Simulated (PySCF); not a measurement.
Calculation: PySCF with PBE-D3(BJ)/def2-TZVP // r2SCAN-D4/def2-TZVP. Isolated molecules, 0 K electronic values unless said otherwise. One relaxed conformer stands for a flexible species; it need not be the lowest. Delta-SCF ions had no search for a lower state. Excitations are Tamm–Dancoff values on a coarser integration grid. The basis has no diffuse functions, so Rydberg states are missing or too high.

Reference species (SMILES): `C=[SiH]B` (neutral, multiplicity 1).

```json
{
  "vertical ionisation energy (Delta-SCF)": "8.97 eV",
  "HOMO": "-6.05 eV",
  "T1 excitation (TDA)": "1.55 eV",
  "LUMO": "-3.83 eV"
}
```

After one change: the vertical ionisation energy (Delta-SCF) goes up by 0.08 eV; the HOMO rises by 0.11 eV; the T1 excitation (TDA) rises by 1.39 eV; the LUMO goes up by 1.42 eV.

Question: Which change was made? The new species is one of these.
A) `CB=[SiH2]`
B) `[H]/B=[SiH]/C`
C) `B1C[SiH2]1`
D) `C=B[SiH3]`

Answer: C, `B1C[SiH2]1`
